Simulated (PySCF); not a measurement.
**Radiative rates from a computed spectrum**

Ge6Cl6 prismane, Ge6Cl6.
Structure used (PBE0-D3(BJ)/def2-SVP), in Å, numbered top down from 1:
```xyz
12
Ge6Cl6 angstrom
Ge     0.6442    1.1878   -1.3394
Cl     1.3430    2.5778   -2.8439
Ge     0.4072    1.4487    1.1904
Cl     0.8655    3.1304    2.4791
Ge    -1.6458    0.9304   -0.2440
Cl    -3.4882    2.0220   -0.5577
Ge    -1.2454   -1.4947    0.0507
Cl    -2.6861   -3.1141    0.0913
Ge     1.0520   -1.2389   -1.0742
Cl     2.2743   -2.5451   -2.2961
Ge     0.8321   -0.9766    1.4669
Cl     1.7626   -2.0105    3.1280
```

Method: PySCF, TDDFT wB97X-D/def2-SVPD, vertical, gas phase, core orbitals frozen in the response. The wB97X-D/def2-SVPD calculation is non-relativistic and has no spin–orbit coupling, an omission that weighs most on germanium.

Relations used (vacuum, state to state): A = 0.6670 f ν̃² s⁻¹ (ν̃ in cm⁻¹); τ = 1/A; f = (2/3) ΔE |μ|² in atomic units; ∫σ dE = 109.76 f Mb·eV.

States that coincide in energy are taken one by one. Only emission to the ground state at the vertical energy is counted.

Energies and rates of the computed singlets with f of 0.002 or more:

```
state  λ (nm)   A (s⁻¹)
  S10   297.5  1.21×10⁷
  S11   296.2  8.17×10⁶
  S12   294.5  9.25×10⁶
  S13   289.6  2.09×10⁷
  S14   289.1  1.99×10⁷
```

Question: Go back from the rates to the oscillator strengths and transition dipoles.

Answer: f = A / (0.6670 ν̃²), and |μ| follows from f:

```
state      f  |μ| (D)       τ              main configurations (H = HOMO, L = LUMO)
  S10  0.016     1.01   83 ns  H-1/H→L+4 (≥31%), H-1/H→L+3 (≥23%), H-1/H→L+6 (≥14%)
  S11  0.011     0.82  120 ns                    H-1/H→L+3 (≥66%), H-1/H→L+6 (≥13%)
  S12  0.012     0.87  110 ns                     H-1/H→L+4 (≥50%), H-1/H→L+3 (≥9%)
  S13  0.026     1.27   48 ns                    H-1/H→L+5 (≥43%), H-1/H→L+1 (≥14%)
  S14  0.025     1.24   50 ns  H-1/H→L+5 (≥43%), H-1/H→L+2 (≥13%), H-1/H→L+4 (≥12%)
```

Question: What is the integrated cross-section of all computed states together?

Answer: Σf = 0.091 over S1 to S14, so 109.76 × Σf ≈ 9.94 Mb·eV.

Question: Which computed singlets stay under f = 0.002?

Answer: S1 (2.58 eV, f 0.0001), S2 (2.59 eV, f 0.0001), S3 (3.29 eV, f 0.0000), S4 (3.31 eV, f 0.0000), S5 (3.59 eV, f 0.0000), S6 (3.74 eV, f 0.0001), S7 (3.75 eV, f 0.0002), S8 (3.91 eV, f 0.0000) and S9 (3.99 eV, f 0.0001).

Question: How much energy does a mole of photons resonant with S13 carry?

Answer: 4.282 eV × 96.485 = 413 kJ/mol (99 kcal/mol).

One conformer stands for the species.
